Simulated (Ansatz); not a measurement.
PtO2⁻. The state is a doublet with charge -1. Geometry r2SCAN-D4/def2-TZVPD, basis def2-TZVPD, Ansatz.

```tsv
atom	x (Å)	y (Å)	z (Å)
Pt1	0.2657	-0.9266	0.8667
O2	0.4937	0.6554	-0.1941
O3	-0.7594	0.2712	-0.6726
```

| run | HOMO (eV) | LUMO (eV) |
| --- | --- | --- |
| A | -2.55 | 3.93 |
| B | 0.80 | 1.70 |
| C | -0.34 | 2.42 |
| D | 0.04 | 2.06 |
| E | 1.05 | 1.52 |

In the def2 sets Pt takes a core potential; there is no spin–orbit coupling. LC-ωPBE has ω = 0.4 bohr⁻¹. HSE06 is defined as in plane-wave codes, on full-range PBE exchange. The structure holds 1 bond(s) between oxygen atoms. No other spin state of charge -1 was run. Another isomer (doublet) lies 3.18 eV lower at PBE0-D4/def2-TZVPD; other spin states weren't run for this one.

HOMO and LUMO are taken over both spins.

The runs used HSE06, LC-ωPBE, PBE, PBE0, r2SCAN. Estimate which is which.

A LC-ωPBE (range-separated); B r2SCAN (0 % exact exchange); C PBE0 (25 % exact exchange); D HSE06 (range-separated); E PBE (0 % exact exchange). Exact exchange lowers occupied and raises empty levels; among semilocal functionals meta-GGAs tend to open the gap a little, and such runs are hard to tell apart. The gap grows from 0.47 eV (PBE) to 6.48 eV (LC-ωPBE). At r2SCAN-D4/def2-TZVPD, PBE-D4/def2-TZVPD the charge -1 doublet is spin-contaminated (final ⟨S²⟩ up to 0.96, 0.75 for a pure state). At r2SCAN-D4/def2-TZVPD, HSE06-D4/def2-TZVPD, PBE-D4/def2-TZVPD the highest occupied level of the charge -1 doublet lies above zero (up to 1.05 eV). It is a level of β spin, whose loss leaves a triplet; that state wasn't run at this geometry and level. The electron is either unbound and held by the finite basis, or the level is raised by self-interaction error.
